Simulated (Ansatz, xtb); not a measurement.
**Relative energy of two isomers of C5H3FO2**

Structure I: `O=c1ccocc1F`, a singlet. Structure II: `O=Cc1coc(F)c1`, a singlet. Both are isolated molecules in the gas phase, relaxed with r2SCAN-D4/def2-SVP; the shapes shown needn't be the lowest conformers.

I (Å):

```xyz
11

C    -0.3712    0.1577    0.1952
C     0.8997   -0.5200    0.4685
C     0.9518   -1.8138    0.8628
C    -1.3604   -2.0369    0.8064
C    -1.5112   -0.7498    0.4088
F    -2.7302   -0.2709    0.1985
O    -0.4944    1.3196   -0.1631
O    -0.1436   -2.5814    1.0364
H     1.8247    0.0484    0.3460
H     1.8652   -2.3714    1.0806
H    -2.1849   -2.7323    0.9728
```

II (Å):

```yaml
atoms:
  - { symbol: C, position_ang: [0.9499, -0.6647, -0.8341] }
  - { symbol: C, position_ang: [0.0504, -0.9951, 0.2729] }
  - { symbol: C, position_ang: [0.3814, -1.6825, 1.4175] }
  - { symbol: C, position_ang: [-1.7241, -1.1856, 1.5718] }
  - { symbol: C, position_ang: [-1.3492, -0.6646, 0.3754] }
  - { symbol: F, position_ang: [-2.8632, -1.2069, 2.2117] }
  - { symbol: O, position_ang: [0.6074, -0.0547, -1.8240] }
  - { symbol: O, position_ang: [-0.7098, -1.8000, 2.2170] }
  - { symbol: H, position_ang: [2.0060, -1.0238, -0.7009] }
  - { symbol: H, position_ang: [1.3003, -2.1288, 1.7905] }
  - { symbol: H, position_ang: [-1.9553, -0.1224, -0.3455] }
```

Task: Estimate which is lower in electronic energy at CCSD(T)/def2-SVP + ΔMP2/def2-TZVPP, and by roughly how much.

Result: Too close to call at this level: CCSD(T)/def2-SVP + ΔMP2/def2-TZVPP gives E(II) − E(I) = −0.043 eV.

How the difference moves with the method:

```json
{"level": "GFN2-xTB", "geometry": "GFN2-xTB", "E(II) − E(I) (eV)": "−0.002", "departure from the last row (eV)": "+0.041", "job, with rough time for the two": "optimisation, 0.096 s"}
{"level": "HF/STO-3G", "geometry": "GFN2-xTB", "E(II) − E(I) (eV)": "−0.467", "departure from the last row (eV)": "−0.424", "job, with rough time for the two": "single point, 0.46 s"}
{"level": "r2SCAN-D4/def2-SVP//GFN2-xTB", "geometry": "GFN2-xTB", "E(II) − E(I) (eV)": "+0.023", "departure from the last row (eV)": "+0.066", "job, with rough time for the two": "single point, 5.5 s"}
{"level": "r2SCAN-D4/def2-SVP", "geometry": "r2SCAN-D4/def2-SVP", "E(II) − E(I) (eV)": "+0.010", "departure from the last row (eV)": "+0.053", "job, with rough time for the two": "optimisation, 49 s"}
{"level": "HF/def2-SVP", "geometry": "r2SCAN-D4/def2-SVP", "E(II) − E(I) (eV)": "−0.049", "departure from the last row (eV)": "−0.006", "job, with rough time for the two": "part of the CCSD(T) run"}
{"level": "MP2/def2-SVP", "geometry": "r2SCAN-D4/def2-SVP", "E(II) − E(I) (eV)": "−0.238", "departure from the last row (eV)": "−0.195", "job, with rough time for the two": "part of the CCSD(T) run"}
{"level": "CCSD(T)/def2-SVP", "geometry": "r2SCAN-D4/def2-SVP", "E(II) − E(I) (eV)": "−0.140", "departure from the last row (eV)": "−0.097", "job, with rough time for the two": "single point"}
{"level": "CCSD(T)/def2-SVP + ΔMP2/def2-TZVPP", "geometry": "r2SCAN-D4/def2-SVP", "E(II) − E(I) (eV)": "−0.043", "departure from the last row (eV)": "", "job, with rough time for the two": "single point, 1.9 min"}
```

As drawn, II has 3 C∷C, 2 C∷O in place of 1 C–C, 2 C=C, 2 C–O (∷ is an aromatic bond). Structure I has a 6-membered ring, II a 5-membered ring (with an aromatic ring).

The largest departure from CCSD(T)/def2-SVP + ΔMP2/def2-TZVPP is that of HF/STO-3G, 0.424 eV. The last row adds to CCSD(T) the change of the MP2 difference between the two basis sets, here +0.097 eV.

With thermal terms from frequencies at re-optimised GFN2-xTB minima (ideal gas, soft modes damped towards free rotors, one conformer each, 298.15 K, 1 atm): on the last row, ΔE + ΔZPE = −0.058, ΔH = −0.049, ΔG = −0.075 eV.

The correlated steps freeze 8 core orbitals. Run with Ansatz 0.2.0, xtb 6.7.1; the last row on 2 threads of Arm Neoverse V2 on a shared host.
